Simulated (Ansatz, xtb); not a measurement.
**Relative energy of two structures of AlFGeH2N2**

We compare I, a singlet given by its coordinates, with II, a singlet given by its coordinates. Both are isolated molecules in the gas phase, relaxed with r2SCAN-D4/def2-SVP.

I (Å):

| atom | x (Å) | y (Å) | z (Å) |
| --- | --- | --- | --- |
| Al | 0.5683 | -0.0748 | -0.5372 |
| F | 1.0567 | 0.6290 | -1.9670 |
| Ge | 2.4082 | 0.4950 | 2.3187 |
| N | -0.8802 | -1.0758 | -0.6025 |
| N | 1.4940 | 0.1981 | 0.9569 |
| H | -1.2880 | -1.5620 | 0.1889 |
| H | -1.4285 | -1.2507 | -1.4381 |

Close contacts (Å): Al1–F2 1.67, Al1–N4 1.76, Al1–N5 1.78, Ge3–N5 1.67, N4–H6 1.01, N4–H7 1.01.

II (Å):

```json
{"atom": "Al", "x (Å)": "0.1531", "y (Å)": "-0.5159", "z (Å)": "0.2554"}
{"atom": "F", "x (Å)": "-0.1472", "y (Å)": "-0.9622", "z (Å)": "-1.3127"}
{"atom": "Ge", "x (Å)": "0.6322", "y (Å)": "0.1961", "z (Å)": "2.7577"}
{"atom": "N", "x (Å)": "1.4139", "y (Å)": "0.4461", "z (Å)": "1.0707"}
{"atom": "N", "x (Å)": "-0.6519", "y (Å)": "-0.8003", "z (Å)": "1.8209"}
{"atom": "H", "x (Å)": "2.2582", "y (Å)": "0.9778", "z (Å)": "0.9017"}
{"atom": "H", "x (Å)": "-1.4473", "y (Å)": "-1.2580", "z (Å)": "2.2474"}
```

Close contacts (Å): Al1–F2 1.66, Al1–Ge3 2.65, Al1–N4 1.78, Al1–N5 1.78, Ge3–N4 1.88, Ge3–N5 1.88, N4–H6 1.01, N5–H7 1.01.

Quicker runs give these differences E(II) − E(I): GFN2-xTB −0.303 eV; HF/STO-3G −0.407 eV (at GFN2-xTB geometries); r2SCAN-D4/def2-SVP//GFN2-xTB −0.428 eV.

Q: Estimate E(II) − E(I) at the level CCSD(T)/def2-SVP + ΔMP2/def2-TZVPP.

A: Calculated at CCSD(T)/def2-SVP + ΔMP2/def2-TZVPP: E(II) − E(I) = −0.374 eV, so structure II lies lower.

The same difference at several levels:

```csv
level,geometry,E(II) − E(I) (eV),departure from the last row (eV),"job, with rough time for the two"
GFN2-xTB,GFN2-xTB,−0.303,+0.070,"optimisation, 0.59 s"
HF/STO-3G,GFN2-xTB,−0.407,−0.034,"single point, 0.75 s"
r2SCAN-D4/def2-SVP//GFN2-xTB,GFN2-xTB,−0.428,−0.055,"single point, 3.3 s"
r2SCAN-D4/def2-SVP,r2SCAN-D4/def2-SVP,−0.443,−0.069,"optimisation, 34 s"
HF/def2-SVP,r2SCAN-D4/def2-SVP,−0.300,+0.073,part of the CCSD(T) run
MP2/def2-SVP,r2SCAN-D4/def2-SVP,−0.134,+0.240,part of the CCSD(T) run
CCSD(T)/def2-SVP,r2SCAN-D4/def2-SVP,−0.170,+0.204,single point
CCSD(T)/def2-SVP + ΔMP2/def2-TZVPP,r2SCAN-D4/def2-SVP,−0.374,,"single point, 26 s"
```

The levels shown agree on the order. The largest departure from CCSD(T)/def2-SVP + ΔMP2/def2-TZVPP is that of MP2/def2-SVP, 0.240 eV. The last row adds to CCSD(T) the change of the MP2 difference between the two basis sets, here −0.204 eV, a large step that makes the value less sure.

With harmonic frequencies from r2SCAN-D4/def2-SVP (ideal gas, rigid rotor, one conformer each, 298.15 K, 1 atm): on the last row, ΔE + ΔZPE = −0.354, ΔH = −0.380, ΔG = −0.283 eV.

The correlated steps freeze 17 core orbitals; the filled d shell of Ge is correlated, in a basis made for valence electrons. Programs: Ansatz 0.2.0, xtb 6.7.1; the last row on 2 threads of Intel(R) Xeon(R) Platinum 8375C CPU @ 2.90GHz (Ice Lake) on a shared host.
